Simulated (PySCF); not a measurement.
Molecular orbitals of AlI

RHF at R = 2.550 Å; basis Al x2c-SVPall, I x2c-SVPall; spin-free X2C with a Gaussian nucleus; PySCF 2.14. State: ¹Σ⁺ (singlet), closed shell. Only the outer orbitals are listed, counted within each symmetry.

| orbital | occ. | ε (eV) | on Al (%) | main shells (%) |
| --- | --- | --- | --- | --- |
| 13σ | 2 | -23.75 | 4 | 95 I s |
| 14σ | 2 | -13.02 | 45 | 51 I p, 43 Al s |
| 7π | 2 | -9.99 | 5 | 95 I p |
| 7π | 2 | -9.99 | 5 | 95 I p |
| 15σ | 2 | -8.60 | 69 | 48 Al s, 31 I p, 20 Al p |
| 8π | 0 | 0.80 | 95 | 95 Al p |
| 8π | 0 | 0.80 | 95 | 95 Al p |
| 16σ | 0 | 3.31 | 99 | 90 Al p, 9 I p |

Question: Which are the highest filled and the lowest empty level, where do they sit, and how wide is the gap?

Answer: Highest filled 15σ at -8.60 eV (in %: 48 Al s, 31 I p, 20 Al p); lowest empty 8π at 0.80 eV (in %: 95 Al p); the gap at RHF is 9.40 eV. An empty level above zero is unbound, and its energy depends on the basis.

| Quantity | Value |
| --- | --- |
| bond order (Mayer) | 0.94 |
| ⟨S²⟩ | 0.000 |
| charge on Al (Mulliken, basis-dependent) | 0.44 |
| charge on Al (Löwdin, basis-dependent) | 0.17 |
| dipole moment (positive dipole means Al(−)I(+)) | -1.83 D |
| polarisability along the bond | 88.0 bohr³ |
| polarisability across the bond | 49.8 bohr³ |

Spin–orbit coupling is left out.
